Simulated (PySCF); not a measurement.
## Spinor energies of In+ (indium, charge +1)

Start: [Kr] 4d10 5s2. Calculated with PySCF 2.14 in x2c-TZVPall-2c (8s9p5d2f, 74 functions): generalised Hartree-Fock with the X2C-1e Hamiltonian and a Gaussian nucleus; one run each with spin-orbit coupling (SO) switched off, then screened by Boettger's factors.

| spinor shell | electrons | ε, spin-free (eV) | ε, screened SO (eV) | weight of nominal j (screened SO) | rms radius, screened SO (bohr) |
| --- | --- | --- | --- | --- | --- |
| 1s1/2 | 2 | -28089.1 | -28086.6 | 1.000 | 0.0340 |
| 2s1/2 | 2 | -4302.9 | -4302.2 | 1.000 | 0.139 |
| 2p1/2 | 2 | -3855.8 | -4002.0 | 1.000 | 0.120 |
| 3s1/2 | 2 | -861.56 | -861.39 | 1.000 | 0.371 |
| 3p1/2 | 2 | -711.49 | -738.77 | 1.000 | 0.365 |
| 3p3/2 | 4 | -711.49 | -698.95 | 1.000 | 0.376 |
| 3d3/2 | 4 | -479.17 | -483.87 | 1.000 | 0.350 |
| 3d5/2 | 6 | -479.17 | -475.89 | 1.000 | 0.353 |
| 4s1/2 | 2 | -151.77 | -151.74 | 1.000 | 0.907 |
| 4p1/2 | 2 | -104.71 | -109.53 | 1.000 | 0.971 |
| 4p3/2 | 4 | -104.71 | -102.50 | 1.000 | 1.00 |
| 4d3/2 | 4 | -34.916 | -35.488 | 1.000 | 1.26 |
| 4d5/2 | 6 | -34.916 | -34.529 | 1.000 | 1.28 |
| 5s1/2 | 2 | -17.310 | -17.313 | 1.000 | 2.76 |

Where does 2p3/2 lie, and what is the 2p spin-orbit splitting (screened SO)?

At -3788.9 eV, 213.07 eV above 2p1/2.

```tsv
quantity	spin-free	screened SO
E (hartree)	-5877.43113	-5878.71393
M_J	0	0
⟨J²⟩	0.000	0.000
⟨L²⟩	0.000	0.017
⟨S²⟩	0.000	0.017
```

Breit and QED terms are absent; they matter most for the inner s and p1/2 levels.

Densities and radii are taken from the X2C orbitals without a picture-change correction, which distorts them close to the nucleus.

Without spin-orbit coupling the j labels of p, d and f shells carry no meaning; the spin-free column gives the mean over the occupied spinors of each nl shell.
